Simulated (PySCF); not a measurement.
**Correlation energy of Zn²⁺ (zinc, charge +2)**

[Ar] 3d10, closed-shell 1S. All numbers are calculated (PySCF 2.14, scalar relativity by spin-free X2C-1e, in x2c-SVPall). Frozen: [Ar]; 10 electrons correlated.

Total MP2 correlation energy: -249.93 mhartree.

Same-spin part -95.84 and opposite-spin part -154.10 mhartree; SCS-MP2 scales them by 1/3 and 6/5 to -216.86 mhartree.

```
  level  correlation energy (mhartree)
   CCSD                        -230.50
    (T)                          -5.62
CCSD(T)                        -236.12
```

Diagnostics: T1 = 0.0085, D1 = 0.0120, largest double amplitude 0.023.

Cost of the coupled-cluster step: 0.14 s of wall time on 1 thread of Neoverse-V1 (shared host), for 10 correlated electrons.
